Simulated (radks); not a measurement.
Excited configurations of Ar: one electron is placed in a higher orbital outside [Ne] 3s2 3p5. The ground configuration is [Ar]. Calculated with a radial shooting solver on a logarithmic mesh with Libxc functionals: scalar-relativistic Kohn-Sham, PBE, spin-unpolarised, spherical densities, point nucleus. Excitation = E - E(ground); binding = E(ion) - E, where the ion is the core of charge +1; n* = 1/sqrt(2 binding) in atomic units, and the quantum defect is n - n*.

| outer orbital | excitation (eV) | binding (eV) | n* | quantum defect | eigenvalue (eV) | <r> (bohr) |
|---|---|---|---|---|---|---|
| 3d | 14.152 | 1.906 | 2.672 | 0.328 | -0.616 | 7.914 |
| 4d | 14.750 | 1.307 | 3.226 | 0.774 | -0.665 | 13.67 |
| 5s | 14.182 | 1.876 | 2.693 | 2.307 | -1.125 | 11.53 |
| 5p | 14.638 | 1.419 | 3.096 | 1.904 | -0.829 | 14.46 |
| 5d | 15.224 | 0.834 | 4.040 | 0.960 | -0.496 | 23.64 |
| 5f | 15.434 | 0.624 | 4.671 | 0.329 | -0.366 | 29.71 |
| 6d | 15.486 | 0.571 | 4.880 | 1.120 | -0.364 | 36.55 |
| 6f | 15.608 | 0.449 | 5.502 | 0.498 | -0.285 | 44.61 |
| 7s | 15.367 | 0.690 | 4.440 | 2.560 | -0.455 | 32.34 |
| 7p | 15.470 | 0.587 | 4.813 | 2.187 | -0.386 | 37.47 |

The Delta-SCF ionisation energy is 16.057 eV (NIST Atomic Spectra Database: 15.760 eV, measured). Self-interaction in the functional shifts the binding energies and quantum defects, so they are the method's values and not measured ones. Spin polarisation and multiplet splitting are left out, so open shells lie too high by an amount that depends on their filling.

Beside tabulated values, note that spin-unpolarised runs miss the spin-polarisation part of the exchange energy of open shells.
